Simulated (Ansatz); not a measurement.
CH4FGaTe (`[CH3][Ga]([F])[TeH]`), relaxed with RKS PBE0-D4/def2-TZVP in the Gaussian-basis code of Ansatz from a GFN2-xTB geometry. The force threshold is 0.005 eV/Å; the program also tests the step.

Charge 0, multiplicity 1. Te: def2 effective core potential.

Start:

```xyz
8

C    -1.166    0.003   -0.602
Ga    0.842    0.006   -0.224
F     1.782    0.047   -1.731
Te    2.261   -0.023    1.869
H    -1.477    0.995   -0.938
H    -1.736   -0.265    0.289
H    -1.379   -0.709   -1.401
H     0.872   -0.053    2.736
```

(1) By how much does the energy fall, and how many steps does the optimiser take? (Estimate.)

(2) Which bonds change most? (Estimate.)

(3) Give the relaxed structure. (Best estimate.)

Answers

(1) Ansatz gave: 1.94 kcal/mol, in 22 steps, 1 of them rejected.

(2) Ansatz gave: C1–Ga2 from 2.044 to 1.951 Å; Te4–H8 from 1.638 to 1.659 Å; Ga2–Te4 from 2.529 to 2.510 Å; Ga2–F3 from 1.777 to 1.764 Å.

(3) Ansatz gave: 
```xyz
8

C    -1.132    0.006   -0.576
Ga    0.797    0.035   -0.290
F     1.829    0.144   -1.716
Te    2.188   -0.054    1.799
H    -1.438    0.942   -1.049
H    -1.671   -0.116    0.363
H    -1.383   -0.815   -1.250
H     0.810   -0.143    2.718
```
